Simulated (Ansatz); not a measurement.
C2H8Si, singlet, at a GFN2-xTB geometry; BLYP/def2-SVP (Ansatz, an electronic-structure program).

Ansatz was given this input:
Ansatz 0.2 input:
```yaml
crystal:
  periodic: [false, false, false]
  atoms:
    - {symbol: Si, position_ang: [0.03546107, -0.43348006, -0.37037273]}
    - {symbol: C, position_ang: [1.45753028, 0.73873281, 0.08712166]}
    - {symbol: C, position_ang: [-1.52290395, 0.06040205, 0.59567275]}
    - {symbol: H, position_ang: [0.40740896, -1.81447085, -0.03255476]}
    - {symbol: H, position_ang: [-0.23071309, -0.34547884, -1.81294296]}
    - {symbol: H, position_ang: [1.21576604, 1.77029475, -0.15390745]}
    - {symbol: H, position_ang: [2.36525377, 0.48151727, -0.45044984]}
    - {symbol: H, position_ang: [1.68282158, 0.69510725, 1.14919776]}
    - {symbol: H, position_ang: [-2.35613024, -0.59304426, 0.35515928]}
    - {symbol: H, position_ang: [-1.82783780, 1.07758693, 0.36542227]}
    - {symbol: H, position_ang: [-1.36078226, 0.00239943, 1.66852748]}
basis:
  gaussian:
    orbitals: def2-SVP
hamiltonian:
  xc: blyp
accuracy: high
```

Output, abridged:

```
Functional definition: BLYP
2060 factors; integrals over basis functions are off by at most 3.4e-9 eV
mean field evaluation 1: about -10062.8747 eV, gradient 7.4e1 eV
mean field evaluation 2: about -10044.2081 eV, gradient 1.0e2 eV
mean field evaluation 4: about -10076.4198 eV, gradient 2.9e0 eV
mean field evaluation 8: about -10076.4410 eV, gradient 1.2e-1 eV
mean field evaluation 16: about -10076.4411 eV, gradient 5.6e-6 eV
mean field -10076.44107983 eV, -370.3023796267 hartree, gradient 2.8e-8 eV, S^2 0.000000; 0 other end points of the search recorded, 0 dependent functions left out
reference -10076.44113926 eV, -370.3023818106 hartree; 17, 17 occupied and 69, 69 virtual orbitals, 2060 factors
Total energy: -10076.44113926 eV, -370.3023818106 hartree
```
